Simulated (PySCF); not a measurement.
# Broadened absorption spectrum of H8NPSi2

Compound: H8NPSi2.
Z-matrix (Å and degrees, GFN2-xTB geometry), rows numbered from 1:
```
N 
Si  1  1.7223
Si  2  2.3154  1  106.15
P   3  2.2479  2  110.32  1   -13.47
H   1  1.0072  2  120.21  3  -178.25
H   1  1.0084  2  119.30  3    40.79
H   2  1.4749  1  114.49  3  -123.15
H   2  1.4656  1  103.94  3   121.52
H   3  1.4714  2  113.87  1   110.66
H   3  1.4702  2  114.16  1  -129.09
H   4  1.3804  3   96.15  2   155.26
H   4  1.3815  3   95.10  2    62.38
```

The calculation used PySCF 2.14.0, density-fitted response routines, TDDFT wB97X-D/def2-SVPD, vertical, gas phase, core orbitals frozen in the response.

Each state is given a Gaussian of 0.25 eV full width at half maximum, with ε(max) = 2.175×10⁸ f / Δν̃ (Δν̃ the width in cm⁻¹). The width is an assumption, not a result. The curve ends short of the highest state used, and states not computed would add to its high-energy end.

| E (eV) | ε (L mol⁻¹ cm⁻¹) |
| --- | --- |
| 5.51 | 1 |
| 5.55 | 2 |
| 5.59 | 8 |
| 5.62 | 18 |
| 5.66 | 48 |
| 5.70 | 116 |
| 5.73 | 214 |
| 5.77 | 452 |
| 5.81 | 879 |
| 5.85 | 1563 |
| 5.88 | 2255 |
| 5.92 | 3337 |
| 5.96 | 4383 |
| 5.99 | 4949 |
| 6.03 | 5186 |
| 6.07 | 4747 |
| 6.10 | 4059 |
| 6.14 | 2916 |
| 6.18 | 1822 |
| 6.22 | 993 |
| 6.25 | 586 |
| 6.29 | 300 |
| 6.33 | 271 |
| 6.36 | 426 |
| 6.40 | 944 |
| 6.44 | 1953 |
| 6.47 | 3089 |
| 6.51 | 5041 |
| 6.55 | 7158 |
| 6.59 | 8882 |
| 6.62 | 9614 |
| 6.66 | 9749 |
| 6.70 | 9307 |
| 6.73 | 9069 |
| 6.77 | 9493 |
| 6.81 | 11050 |

Question: Where are the band maxima, and which computed states make them?

Answer: 206 nm (6.02 eV), ε about 5200, made up of S2 (97%); 187 nm (6.65 eV), ε about 9800, made up of S3 (93%) (ε in L mol⁻¹ cm⁻¹; maxima over ε = 5, shares over 10%). At its high-energy end, 6.81 eV, the curve is still rising (ε about 11000, from S3, S4, S5 and S6). The states used: S1 5.89 eV (f 0.0032); S2 6.03 eV (f 0.047); S3 6.63 eV (f 0.086); S4 6.85 eV (f 0.013); S5 6.89 eV (f 0.029); S6 6.95 eV (f 0.115); S7 7.19 eV (f 0.035); S8 7.41 eV (f 0.045).

Question: Coming from long wavelengths, where does ε first pass 100 L mol⁻¹ cm⁻¹?

Answer: At about 218 nm (5.69 eV), 0.19 eV below S1.

Question: What would ε be at 6.65 eV, the highest of these maxima, with half the width (0.125 eV)?

Answer: About 16900 L mol⁻¹ cm⁻¹ against 9800, a factor of about 1.7; a lone state at its own centre would give exactly 2.

Question: On this curve, what absorbance would a 10⁻³ mol/L sample give at 222 nm over a 1 cm path?

Answer: 222 nm is 5.585 eV, where ε is about 6.9 L mol⁻¹ cm⁻¹, so A = ε c l ≈ 0.0069 (Beer–Lambert, with the gas-phase spectrum and the assumed width).

One conformer stands for the species.
